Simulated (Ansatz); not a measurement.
Coupled-cluster diagnostics for RuO3S (RuSO₃), Ansatz.

Geometry of the singlet (B3LYP-D4/def2-SVP):

```xyz
5

Ru    0.026   -0.058   -0.070
O    -1.142    0.001   -1.282
O     1.514    0.449   -0.674
O     0.150   -1.623    0.539
S    -0.548    1.230    1.486
```

In the def2 sets Ru takes a core potential; there is no spin–orbit coupling. Correlated methods freeze 8 core orbitals; core or outer-core shells of Ru are correlated, in sets that lack core-valence functions. The geometry of the singlet was relaxed on an unsound state (restricted singlet, unstable towards broken spin symmetry at other levels and untested here).

Problem. Estimate the CCSD(T) correlation energy, the shares of MP2 and (T), T1 and the reference's ⟨S²⟩ for: charge 0, singlet, own geometry in def2-TZVPP; and the rough time on 4 threads of Arm Neoverse V2 on a shared host.

Solution. 
```json
{"state": "charge 0, singlet, own geometry", "basis": "def2-TZVPP", "correlation (eV)": "-48.821", "MP2 share (%)": "107.2", "(T) share (%)": "8.7", "T1": "0.029", "⟨S²⟩ (pure)": "0.00 (0.00)", "wall time": "91 s", "remarks": "restricted SCF unstable"}
```
Customary marks for T1 are 0.02 (closed shells), 0.045 (open shells) and about 0.05 (3d metals). T1 exceeds 0.02 in 1 of 1 rows and 0.045 in 0; the higher it lies, the less the single-reference result can be trusted.
